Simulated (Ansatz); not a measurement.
Calculated with Ansatz (gas phase, PBE0-D4/def2-TZVP geometries, no zero-point term in ΔE). CCSD(T)/CBS adds triple-zeta CCSD(T) − MP2 to the extrapolated MP2 energy (def2 sets, frozen cores). This one scheme is used for every species. Functionals use def2-TZVPP. HSE06 is defined as in plane-wave codes. Open shells (•) are unrestricted, without spin–orbit coupling. Each species was taken in one conformer, which may not be the lowest.

Consider the homolysis of the O–Si bond: `[AlH2][O][SiH2]S` → `[O][AlH2]`• + `[SiH2]S`•.

`[AlH2][O][SiH2]S`:

Cartesian coordinates in Å:
```
Al -1.216 -0.376 -1.590
O -0.677 0.405 -0.190
Si 0.340 0.696 1.036
S 2.271 -0.172 0.741
H -2.209 0.420 -2.521
H -0.728 -1.854 -1.859
H -0.254 0.165 2.287
H 0.615 2.148 1.147
H 1.857 -1.433 0.949
```

`[O][AlH2]`•:

Z-matrix (Å, degrees):
```
Al
O 1 1.727
H 1 1.578 2 115.8
H 1 1.578 2 115.8 3 -180.0
```

`[SiH2]S`•:

Z-matrix (Å, degrees):
```
Si
S 1 2.132
H 1 1.492 2 111.4
H 1 1.488 2 105.0 3 119.6
H 2 1.344 1 94.7 3 53.7
```

CCSD(T)/CBS gives +6.01 eV.

Task: Another level gave +5.64 eV. Which?
A. LDA (SPW92)/def2-TZVPP
B. BLYP/def2-TZVPP
C. r2SCAN0/def2-TZVPP
D. HSE06-D4/def2-TZVPP

Result: D. HSE06-D4 5.64, BLYP 5.29, r2SCAN0 5.57, LDA (SPW92) 6.21 eV.

Largest T1 diagnostic among the species: 0.018.

From BLYP to BHLYP (50 % exact exchange), in def2-TZVPP and without D4, ΔE moves by +0.25 eV. The D4 term adds +0.14 eV with B3LYP and +0.08 eV with PBE0; it sums over pairs of atoms, weighted by their polarisabilities, and B3LYP, whose exchange is more repulsive, gets the larger term.

B3LYP here is the variant with VWN-RPA as its local correlation; programs differ in this.
